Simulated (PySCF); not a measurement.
# Substituent effects on chemical shifts

Parent skeleton `[CH3:1][N+:2]([CH3:3])([CH3:4])[AlH3-:5]`; one hydrogen on atom 1 is replaced by X. Hydrogens on one atom are averaged.

In vacuum, a single conformation, equivalent nuclei averaged, non-relativistic Hamiltonian. NMR shieldings at PBE0/pcSseg-1/GIAO; geometry from PBE0-D3(BJ)/def2-SVP; PySCF.

References, each an isolated molecule treated in the same way: 13C (σ = 184.41 ppm) and 1H (σ = 31.27 ppm) vs TMS; 15N (σ = 265.67 ppm) against NH3; 27Al (σ = 489.28 ppm) against AlH4-.

Parent (X = H): C1 47.8, N2 42.3, C3/C4 47.8, Al5 84.0, H(C1) 2.41, H(C3)/H(C4) 2.41, H(Al5) 4.01 ppm. Effects are Δδ = δ(X) − δ(H), positive for deshielding.

Q: Order these by the shift of N2, most shielded first.
A. X = CH2CN
B. X = OCHO
C. X = propynyl
D. X = CF3
E. X = C2H5

A: D (+0.9 ppm), C (+5.4 ppm), A (+7.7 ppm), E (+9.3 ppm), B (+12.5 ppm).

Q: Order these by the shift of C1, most shielded first.
A. X = CH2CN
B. X = C2H5
C. X = CF3
D. X = CHF2
E. X = propynyl
F. X = OCHF2

A: E (+0.4 ppm), C (+8.6 ppm), A (+10.6 ppm), D (+15.6 ppm), B (+17.1 ppm), F (+34.6 ppm).

Experimental scales use liquid or dissolved standards, which lie at an offset from isolated NH3 (liquid NH3: subtract about 20 ppm).
